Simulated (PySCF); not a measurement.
Partial charges of `[H]/N=C\c1cccc(O)c1`

C₇H₇NO.
SMILES with atom numbers: `[H]/[N:1]=[CH:2]\[c:3]1[cH:4][cH:5][cH:6][c:7]([OH:8])[cH:9]1` (hydrogens: H10 on N1; H11 on C2; H12 on C4; H13 on C5; H14 on C6; H15 on O8; H16 on C9)

Geometry (GFN2-xTB, Å), atoms numbered from 1 in this order:
```xyz
16
C7H7NO angstrom
N     -3.0992   -0.1772   -0.9730
C     -1.8757   -0.3418   -1.2179
C     -0.7092   -0.0966   -0.3619
C     -0.8327    0.3407    0.9556
C      0.2952    0.5504    1.7275
C      1.5555    0.3347    1.2042
C      1.6940   -0.0989   -0.1131
O      2.9493   -0.2990   -0.5916
C      0.5638   -0.3128   -0.8875
H     -3.3113    0.1802   -0.0421
H     -1.6440   -0.7211   -2.2115
H     -1.8107    0.5148    1.3802
H      0.1922    0.8847    2.7490
H      2.4447    0.4923    1.7930
H      2.9119   -0.5923   -1.5103
H      0.6683   -0.6490   -1.9120
```

Density: PBE0/pcSseg-1 (PySCF); schemes: Mulliken, IAO, Hirshfeld and ESP-fitted. One conformer (not necessarily the lowest) at the GFN2-xTB geometry, without solvent, vibrations or thermal averaging.

Task: Tabulate the Mulliken, IAO, Hirshfeld and ESP-fitted charges.

Result: In e:

| atom | environment | Mulliken | IAO | Hirshfeld | ESP-fitted |
| --- | --- | --- | --- | --- | --- |
| N1 | imine nitrogen | -0.343 | -0.424 | -0.231 | -0.774 |
| C2 | imine carbon | +0.167 | +0.040 | +0.042 | +0.381 |
| C3 | substituted aromatic carbon | -0.280 | -0.031 | -0.010 | +0.038 |
| C4 | aromatic CH carbon | -0.010 | -0.166 | -0.059 | -0.129 |
| C5 | aromatic CH carbon | -0.056 | -0.135 | -0.041 | -0.153 |
| C6 | aromatic CH carbon | -0.076 | -0.181 | -0.061 | -0.326 |
| C7 | aromatic carbon bearing oxygen | +0.189 | +0.221 | +0.078 | +0.561 |
| O8 | phenol-type oxygen | -0.380 | -0.471 | -0.183 | -0.619 |
| C9 | aromatic CH carbon | -0.058 | -0.209 | -0.073 | -0.537 |
| H10 | N–H hydrogen | +0.159 | +0.238 | +0.104 | +0.395 |
| H11 | hydrogen on a C=N carbon | +0.093 | +0.138 | +0.045 | +0.059 |
| H12 | aromatic hydrogen | +0.075 | +0.145 | +0.047 | +0.102 |
| H13 | aromatic hydrogen | +0.094 | +0.160 | +0.056 | +0.166 |
| H14 | aromatic hydrogen | +0.104 | +0.168 | +0.055 | +0.203 |
| H15 | phenol-type hydroxyl hydrogen | +0.239 | +0.365 | +0.183 | +0.446 |
| H16 | aromatic hydrogen | +0.083 | +0.143 | +0.047 | +0.187 |

Mean size of the charges over all atoms: ESP-fitted 0.317 e, IAO 0.202 e, Mulliken 0.150 e, Hirshfeld 0.082 e. Each set sums to the total charge, 0, to within 0.001 e. The ESP scheme is a least-squares fit of atom-centred charges to the potential on four shells outside the van der Waals surface, with the total charge fixed. The Hirshfeld scheme weights the molecular density at each point by an atom's share of the summed free-atom densities.

Lowest charge. The schemes don't all agree: Mulliken O8 (-0.380); IAO O8 (-0.471); Hirshfeld N1 (-0.231); ESP-fitted N1 (-0.774).

Highest charge. The schemes don't all agree: Mulliken H15 (+0.239); IAO H15 (+0.365); Hirshfeld H15 (+0.183); ESP-fitted C7 (+0.561).

Task: How many electrons does the IAO scheme count on N1?

Result: Z − q = 7 − (-0.424) = 7.424.

Task: How closely do the schemes follow one another over all atoms?

Result: Correlation coefficient and root-mean-square difference: IAO with Hirshfeld 0.98, 0.136 e; Hirshfeld with ESP-fitted 0.93, 0.291 e; IAO with ESP-fitted 0.93, 0.186 e; Mulliken with Hirshfeld 0.90, 0.103 e; Mulliken with IAO 0.89, 0.112 e; Mulliken with ESP-fitted 0.85, 0.246 e.

The run behind these numbers computed NMR shieldings as well. The run took 40 s of wall time on Arm Neoverse V2, one thread, shared host.
